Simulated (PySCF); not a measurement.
Simulated C 1s region for `[H][Ga]([H])[O]C(C)C` (GaH2(OiPr)), binding energy against the vacuum level.

Every computed line was given a Gaussian of 0.5 eV full width at half maximum and an area set by the number of equivalent atoms; the highest printed point is 100. Level of theory: delta-SCF UKS SCAN, pcX-2 on the ionised atom, pcseg-1 elsewhere, spin-free X2C (PySCF 2.14.0).

binding energy (eV), intensity and a bar:
```
    289.8          0 
    289.9          2 
    290.0          6 ##
    290.1         16 #####
    290.2         35 ###########
    290.3         63 ###################
    290.4         88 ##########################
    290.5        100 ##############################
    290.6         91 ###########################
    290.7         66 ####################
    290.8         38 ###########
    290.9         18 #####
    291.0          7 ##
    291.1          2 #
    291.2          1 
    291.3          2 
    291.4          4 #
    291.5         11 ###
    291.6         23 #######
    291.7         37 ###########
    291.8         48 ##############
    291.9         49 ###############
    292.0         41 ############
    292.1         27 ########
    292.2         15 ####
    292.3          6 ##
    292.4          2 #
    292.5          1 
    292.6          0
```

Q: How many maxima does the curve show, and how many computed lines lie under it?

A: The curve has 2 maxima (at 290.5 and 291.9 eV). Under it lie 2 lines from 2 inequivalent carbon sites.

Q: Decompose the envelope and assign each component. Bonds: Ga1–O4, O4–C5, C5–C6, C5–C7. Hydrogens: H2, H3 on Ga1; H8 on C5; H9, H10, H11 on C6; H12, H13, H14 on C7.

A: 
| position (eV) | relative area | line | atoms | environment |
| --- | --- | --- | --- | --- |
| 290.51 | 2 | C 1s | C6/C7 | carbon bonded to C and 3 H |
| 291.87 | 1 | C 1s | C5 | carbon bonded to 2 C, O and H |

Q: What are the centre and the root-mean-square width of the whole band?

A: The area-weighted mean of the lines is 290.96 eV. Their own spread about it is 0.64 eV (rms) and each Gaussian has σ = 0.5/2.355 = 0.21 eV; the variances add, which gives 0.68 eV.

The listed C 1s values span 1.36 eV, from C6/C7 (bonded to C and 3 H) to C5 (bonded to O, 2 C and H).

Shake-up satellites, vibrational structure and lifetime widths aren't simulated. Atoms equivalent by their bonding share one computed value, that of the first of them. One conformer (not necessarily the lowest) at the PBE0-D3(BJ)/def2-SVP geometry, without solvent, vibrations or thermal averaging.
